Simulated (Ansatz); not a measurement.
Basis sets compared for the cluster Tl₂H₂. Charge 0, multiplicity 1. Geometry PBE0-D4/def2-TZVP. Ansatz on 4 threads of Arm Neoverse V2 on a shared host; times are rough, and most runs start from earlier orbitals.

Cartesian coordinates in Å:
```
Tl -1.1354 -0.2034 1.2794
Tl 1.1349 0.2032 -1.2798
H -0.5617 1.0489 -0.3317
H 0.5622 -1.0487 0.3321
```

In the def2 sets Tl takes a core potential; there is no spin–orbit coupling. The structure comes from a short search, and lower isomers may exist.

Binding counts from free atoms (Tl doublet, H doublet) in the same basis, without a counterpoise term.

```tsv
level	functions	energy (Eh)	HOMO (eV)	LUMO (eV)	binding per atom (eV)	wall time
PBE-D4/def2-SVP	62	-346.2921	-4.83	-2.68	1.60	0.35 s
PBE-D4/def2-TZVP (with forces)	112	-346.3070	-4.85	-2.68	1.61	0.7 s
r2SCAN-D4/def2-TZVP	112	-346.3926	-5.05	-2.45	1.61	1.4 s
PBE0-D4/def2-SVP	62	-346.2187	-5.61	-2.01	1.55	0.55 s
PBE0-D4/def2-TZVP	112	-346.2303	-5.64	-2.02	1.57	0.9 s
```

Question: Estimate the rows for PBE-D4/def2-TZVPD, r2SCAN-D4/def2-TZVPD, PBE0-D4/def2-TZVPD.

Answer: 
```json
{"level": "PBE-D4/def2-TZVPD", "functions": "130", "energy (Eh)": "-346.3072", "HOMO (eV)": "-4.86", "LUMO (eV)": "-2.70", "binding per atom (eV)": "1.62", "wall time": "0.85 s"}
{"level": "r2SCAN-D4/def2-TZVPD", "functions": "130", "energy (Eh)": "-346.3928", "HOMO (eV)": "-5.06", "LUMO (eV)": "-2.46", "binding per atom (eV)": "1.61", "wall time": "1.6 s"}
{"level": "PBE0-D4/def2-TZVPD", "functions": "130", "energy (Eh)": "-346.2305", "HOMO (eV)": "-5.64", "LUMO (eV)": "-2.03", "binding per atom (eV)": "1.57", "wall time": "0.9 s"}
```
